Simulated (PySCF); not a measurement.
Compound: VOF3 (singlet state).
Bonds: O1–V2 (double), V2–F3, V2–F4, V2–F5.

Theory: PBE0-D3(BJ)/def2-TZVP geometry optimisation, gas phase in PySCF.

(1) Give the optimised bond lengths and angles.

Answers

(1) 
| bond | length (pm) | order |
| --- | --- | --- |
| O1=V2 | 154.1 | double |
| V2–F3, V2–F4, V2–F5 | 171.2 | single |

Bonds in one row agree within 1 pm and their mean is given. Orders are formal, as drawn. A selection of angles:
| angle | degrees |
| --- | --- |
| O1–V2–F3 | 108.5 |
| O1–V2–F4 | 108.4 |
| F3–V2–F4 | 110.6 |
| F3–V2–F5 | 110.2 |

All 3 F–V bonds measure 1.712 Å. V2 (vanadium bonded to 3 F and O) is tetrahedral (angles from 108.4° to 110.6°).

Point group: C3v (every atom within 0.08 Å of its image). PBE0-D3(BJ)/def2-TZVP frequencies: not computed here. Isolated species at its PBE0-D3(BJ)/def2-TZVP geometry, gas phase.
